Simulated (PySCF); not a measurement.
# C$_{11}$H$_{14}$O: calculation and literature

Molfile (atoms numbered from 1):
```
C11H14O
     RDKit          3D

 26 26  0  0  0  0  0  0  0  0999 V2000
    4.4896   -1.0750   -0.3668 C   0  0  0  0  0  0  0  0  0  0  0  0
    3.0724   -1.1842    0.1724 C   0  0  0  0  0  0  0  0  0  0  0  0
    2.1087   -0.2002   -0.4746 C   0  0  0  0  0  0  0  0  0  0  0  0
    0.6930   -0.3118    0.0589 C   0  0  0  0  0  0  0  0  0  0  0  0
   -0.2633    0.6866   -0.5554 C   0  0  0  0  0  0  0  0  0  0  0  0
    0.1155    1.4910   -1.3792 O   0  0  0  0  0  0  0  0  0  0  0  0
   -1.6975    0.6653   -0.1223 C   0  0  0  0  0  0  0  0  0  0  0  0
   -2.1968   -0.2398    0.8224 C   0  0  0  0  0  0  0  0  0  0  0  0
   -3.5420   -0.2077    1.1833 C   0  0  0  0  0  0  0  0  0  0  0  0
   -4.3983    0.7274    0.6036 C   0  0  0  0  0  0  0  0  0  0  0  0
   -3.9084    1.6330   -0.3392 C   0  0  0  0  0  0  0  0  0  0  0  0
   -2.5664    1.6009   -0.6988 C   0  0  0  0  0  0  0  0  0  0  0  0
    4.9013   -0.0662   -0.2034 H   0  0  0  0  0  0  0  0  0  0  0  0
    5.1667   -1.7939    0.1190 H   0  0  0  0  0  0  0  0  0  0  0  0
    4.5190   -1.2689   -1.4510 H   0  0  0  0  0  0  0  0  0  0  0  0
    3.0785   -1.0245    1.2657 H   0  0  0  0  0  0  0  0  0  0  0  0
    2.6986   -2.2135    0.0253 H   0  0  0  0  0  0  0  0  0  0  0  0
    2.4667    0.8326   -0.3307 H   0  0  0  0  0  0  0  0  0  0  0  0
    2.0939   -0.3484   -1.5673 H   0  0  0  0  0  0  0  0  0  0  0  0
    0.2895   -1.3270   -0.1074 H   0  0  0  0  0  0  0  0  0  0  0  0
    0.6753   -0.1736    1.1555 H   0  0  0  0  0  0  0  0  0  0  0  0
   -1.5376   -0.9772    1.2843 H   0  0  0  0  0  0  0  0  0  0  0  0
   -3.9244   -0.9167    1.9211 H   0  0  0  0  0  0  0  0  0  0  0  0
   -5.4533    0.7508    0.8878 H   0  0  0  0  0  0  0  0  0  0  0  0
   -4.5790    2.3659   -0.7941 H   0  0  0  0  0  0  0  0  0  0  0  0
   -2.1523    2.2951   -1.4331 H   0  0  0  0  0  0  0  0  0  0  0  0
  1  2  1  0
  2  3  1  0
  3  4  1  0
  4  5  1  0
  5  6  2  0
  5  7  1  0
  7  8  2  0
  8  9  1  0
  9 10  2  0
 10 11  1  0
 11 12  2  0
 12  7  1  0
  1 13  1  0
  1 14  1  0
  1 15  1  0
  2 16  1  0
  2 17  1  0
  3 18  1  0
  3 19  1  0
  4 20  1  0
  4 21  1  0
  8 22  1  0
  9 23  1  0
 10 24  1  0
 11 25  1  0
 12 26  1  0
M  END
```

PySCF calculation with shieldings: GIAO PBE0/pcSseg-1 and geometry from PBE0-D3(BJ)/def2-SVP; isolated molecule, one averaged value for each set of equivalent atoms, one conformer, non-relativistic.

Reference values: measured (solution, not stated per compound (mostly CDCl3 or CCl4); Pretsch, Buehlmann, Badertscher, Structure Determination of Organic Compounds, 4th ed. (2009)).
```json
{"atoms": "H20/H21", "quantity": "δ 1H", "reference": "2.95", "computed": "2.79", "computed, scaled": "2.86"}
{"atoms": "H18/H19", "quantity": "δ 1H", "reference": "1.72", "computed": "1.60", "computed, scaled": "1.73"}
{"atoms": "H16/H17", "quantity": "δ 1H", "reference": "1.41", "computed": "1.22", "computed, scaled": "1.36"}
{"atoms": "H13/H14/H15", "quantity": "δ 1H", "reference": "0.96", "computed": "1.13", "computed, scaled": "1.28"}
```

Computed shifts are σ(ref) − σ with the named reference compound (TMS for H and C) calculated as an isolated molecule at the same level. The measured values may be among those fitted. Scaled to experiment by linear calibration (H and C: mostly CDCl3 data, vs TMS): 1H (scatter 0.21 ppm rms, 0.22 ppm with the 3 outliers that the fit left out). A few per cent of atoms miss by over 2 rms, more outside the fitted compound classes.

Question: How far are the unscaled 1H shifts from the references?

Answer: Mean signed difference -0.08 ppm, mean absolute 0.16 ppm over 4 comparisons; the largest is -0.19 ppm at H16/H17 (hydrogen on an sp3 CH2).
